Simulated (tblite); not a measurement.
Species: C6H14P2Si.
Atom-mapped SMILES: `[CH2:1]=[CH:2][PH:3][SiH2:4][P:5]([CH3:6])[CH:7]1[CH2:8][CH2:9]1` (hydrogens: H10, H11 on C1; H12 on C2; H13 on P3; H14, H15 on Si4; H16, H17, H18 on C6; H19 on C7; H20, H21 on C8; H22, H23 on C9)

Computed with GFN2-xTB (tblite), gas phase: L-BFGS steps from a force-field or distance-geometry start until the largest atomic force falls under 0.01 eV/Å.

Step 37: E = -726.1103 eV
```
atom  x, y, z in Å  |  force x, y, z in eV/Å
C1      3.8705   -0.9959   -1.1737   -0.049  -0.024  -0.004
C2      2.5926   -0.8893   -0.8412    0.002  -0.036  -0.002
P3      1.9059   -1.1641    0.8043   -0.019   0.116   0.002
Si4     1.0217    0.8937    1.0502    0.024  -0.038  -0.041
P5     -0.7545    1.0161   -0.3283    0.047   0.021   0.034
C6     -1.5722    2.4755    0.4593   -0.012   0.022   0.002
C7     -1.7621   -0.2896    0.4777    0.003   0.013   0.013
C8     -2.9514   -0.8538   -0.2474   -0.006   0.005   0.008
C9     -1.7330   -1.6932   -0.0506    0.002   0.012   0.007
H10     4.1929   -0.8733   -2.1950    0.049   0.023   0.019
H11     4.6331   -1.2219   -0.4451   -0.015   0.022  -0.020
H12     1.8418   -0.6866   -1.5970   -0.022  -0.018   0.007
H13     3.0815   -0.9335    1.5117   -0.043   0.037  -0.010
H14     1.9104    2.0233    0.7286    0.008  -0.049  -0.009
H15     0.6820    1.0422    2.4755    0.013  -0.037   0.019
H16    -0.9828    3.3678    0.2640    0.027  -0.003  -0.010
H17    -2.5575    2.6068    0.0160   -0.022  -0.002  -0.032
H18    -1.6826    2.3413    1.5339    0.023  -0.018   0.002
H19    -1.8574   -0.1678    1.5531   -0.031  -0.026   0.014
H20    -3.8355   -1.0703    0.3335   -0.021  -0.034  -0.015
H21    -3.1602   -0.4981   -1.2462    0.008   0.022   0.013
H22    -1.1232   -1.9013   -0.9176    0.030   0.006   0.020
H23    -1.7648   -2.5008    0.6653    0.004  -0.014  -0.016
```

Step 38: E = -726.1116 eV
```
atom  x, y, z in Å  |  force x, y, z in eV/Å
C1      3.8662   -0.9899   -1.1724   -0.050  -0.032  -0.001
C2      2.5872   -0.8900   -0.8408    0.022  -0.058  -0.018
P3      1.9002   -1.1652    0.8049    0.001   0.099  -0.014
Si4     1.0203    0.8936    1.0488    0.044  -0.051  -0.031
P5     -0.7539    1.0164   -0.3283    0.006   0.023   0.022
C6     -1.5717    2.4767    0.4581   -0.008   0.025   0.011
C7     -1.7614   -0.2893    0.4791   -0.005   0.012   0.012
C8     -2.9491   -0.8560   -0.2478   -0.014   0.044   0.019
C9     -1.7308   -1.6925   -0.0500    0.021   0.010   0.014
H10     4.1921   -0.8684   -2.1930    0.027   0.023   0.027
H11     4.6293   -1.2120   -0.4431   -0.016   0.031  -0.010
H12     1.8364   -0.6982   -1.5994   -0.027  -0.002   0.010
H13     3.0781   -0.9371    1.5096   -0.052   0.040  -0.006
H14     1.9193    2.0137    0.7298    0.014  -0.024  -0.020
H15     0.6819    1.0447    2.4728    0.005  -0.036   0.043
H16    -0.9801    3.3682    0.2637    0.018  -0.009  -0.010
H17    -2.5576    2.6108    0.0159   -0.003  -0.010  -0.027
H18    -1.6805    2.3410    1.5330    0.017  -0.011  -0.009
H19    -1.8578   -0.1680    1.5549   -0.028  -0.025   0.001
H20    -3.8338   -1.0736    0.3309   -0.032  -0.038   0.000
H21    -3.1576   -0.4975   -1.2450    0.008   0.022  -0.012
H22    -1.1198   -1.9000   -0.9150    0.051   0.004  -0.013
H23    -1.7617   -2.5001    0.6644    0.000  -0.038   0.011
```

Step 39: E = -726.1130 eV
```
atom  x, y, z in Å  |  force x, y, z in eV/Å
C1      3.8593   -0.9815   -1.1702   -0.048  -0.035   0.009
C2      2.5785   -0.8934   -0.8403    0.044  -0.070  -0.042
P3      1.8911   -1.1668    0.8054    0.018   0.044  -0.029
Si4     1.0200    0.8923    1.0463    0.047  -0.035   0.001
P5     -0.7521    1.0180   -0.3291   -0.039   0.018   0.008
C6     -1.5702    2.4788    0.4571    0.001   0.020   0.015
C7     -1.7596   -0.2880    0.4796   -0.013   0.007   0.012
C8     -2.9459   -0.8580   -0.2482   -0.017   0.066   0.022
C9     -1.7266   -1.6914   -0.0490    0.033   0.005   0.016
H10     4.1895   -0.8590   -2.1895    0.001   0.019   0.025
H11     4.6242   -1.1948   -0.4401   -0.023   0.037   0.003
H12     1.8267   -0.7157   -1.6016   -0.021   0.011   0.016
H13     3.0708   -0.9450    1.5084   -0.049   0.048   0.000
H14     1.9301    2.0018    0.7290    0.021   0.003  -0.029
H15     0.6822    1.0469    2.4698    0.003  -0.035   0.047
H16    -0.9758    3.3691    0.2640    0.006  -0.012  -0.009
H17    -2.5568    2.6154    0.0157    0.021  -0.016  -0.017
H18    -1.6766    2.3398    1.5321    0.007   0.000  -0.017
H19    -1.8576   -0.1673    1.5555   -0.022  -0.020  -0.009
H20    -3.8311   -1.0778    0.3286   -0.032  -0.035   0.009
H21    -3.1543   -0.4982   -1.2447    0.009   0.019  -0.025
H22    -1.1142   -1.8991   -0.9124    0.060   0.007  -0.031
H23    -1.7562   -2.4990    0.6648   -0.004  -0.046   0.027
```

Step 40: E = -726.1143 eV
```
atom  x, y, z in Å  |  force x, y, z in eV/Å
C1      3.8528   -0.9756   -1.1684    0.014  -0.030  -0.013
C2      2.5719   -0.8970   -0.8408   -0.003  -0.070  -0.038
P3      1.8843   -1.1663    0.8053    0.018  -0.033  -0.041
Si4     1.0205    0.8906    1.0441    0.027   0.004   0.032
P5     -0.7516    1.0195   -0.3296   -0.061   0.006   0.004
C6     -1.5694    2.4809    0.4561    0.010   0.008   0.010
C7     -1.7587   -0.2870    0.4809   -0.017   0.001   0.009
C8     -2.9435   -0.8586   -0.2481   -0.010   0.054   0.017
C9     -1.7227   -1.6903   -0.0479    0.030   0.001   0.007
H10     4.1878   -0.8509   -2.1860   -0.020   0.012   0.015
H11     4.6185   -1.1805   -0.4378   -0.011   0.034   0.031
H12     1.8193   -0.7304   -1.6037   -0.025   0.022   0.013
H13     3.0638   -0.9489    1.5076   -0.032   0.056   0.009
H14     1.9399    1.9912    0.7285    0.024   0.025  -0.036
H15     0.6835    1.0475    2.4683    0.004  -0.036   0.036
H16    -0.9720    3.3694    0.2636   -0.002  -0.007  -0.006
H17    -2.5563    2.6196    0.0150    0.039  -0.019  -0.007
H18    -1.6731    2.3384    1.5307   -0.006   0.013  -0.015
H19    -1.8585   -0.1675    1.5567   -0.015  -0.011  -0.008
H20    -3.8298   -1.0827    0.3262   -0.019  -0.025   0.008
H21    -3.1511   -0.4974   -1.2443    0.008   0.014  -0.025
H22    -1.1082   -1.8977   -0.9103    0.052   0.013  -0.026
H23    -1.7521   -2.4991    0.6650   -0.006  -0.035   0.025
```

Task: Estimate the geometry and energy of step 41. (The exact step hangs on the optimiser's Hessian estimate; all steps are aligned on step 40, rigid shifts and turns removed.)

Result: E = -726.1152 eV, largest force 0.115 eV/Å
```
atom  x, y, z in Å  |  force x, y, z in eV/Å
C1      3.8424   -0.9632   -1.1646   -0.043  -0.023   0.028
C2      2.5580   -0.9069   -0.8406    0.069  -0.059  -0.071
P3      1.8700   -1.1726    0.8049    0.018  -0.090  -0.034
Si4     1.0225    0.8880    1.0408    0.005   0.038   0.050
P5     -0.7496    1.0233   -0.3330   -0.053  -0.007   0.003
C6     -1.5655    2.4838    0.4554    0.016  -0.004   0.006
C7     -1.7551   -0.2840    0.4788   -0.019  -0.010   0.008
C8     -2.9387   -0.8594   -0.2484    0.001   0.016   0.002
C9     -1.7147   -1.6888   -0.0466    0.011  -0.001   0.000
H10     4.1798   -0.8338   -2.1802   -0.030   0.004  -0.011
H11     4.6122   -1.1506   -0.4322   -0.048   0.036   0.026
H12     1.8018   -0.7561   -1.6045    0.013   0.020   0.023
H13     3.0493   -0.9648    1.5092   -0.020   0.065   0.008
H14     1.9523    1.9791    0.7235    0.021   0.030  -0.035
H15     0.6856    1.0487    2.4658    0.009  -0.035   0.017
H16    -0.9662    3.3713    0.2652   -0.006  -0.001  -0.006
H17    -2.5526    2.6244    0.0151    0.042  -0.015  -0.001
H18    -1.6667    2.3359    1.5293   -0.017   0.026  -0.006
H19    -1.8561   -0.1639    1.5542   -0.010  -0.005   0.000
H20    -3.8249   -1.0873    0.3257    0.003  -0.012  -0.002
H21    -3.1471   -0.5014   -1.2463    0.012   0.007  -0.005
H22    -1.0992   -1.8977   -0.9091    0.031   0.024  -0.002
H23    -1.7424   -2.4971    0.6686   -0.006  -0.004   0.002
```

The energy changes by -0.0010 eV. The first-order estimate −F·Δx gives -0.0017 eV and the mean of the old and new forces, exact on a quadratic surface, -0.0009 eV. The step makes an angle of 83° with the force vector and moves no atom by more than 0.031 Å.
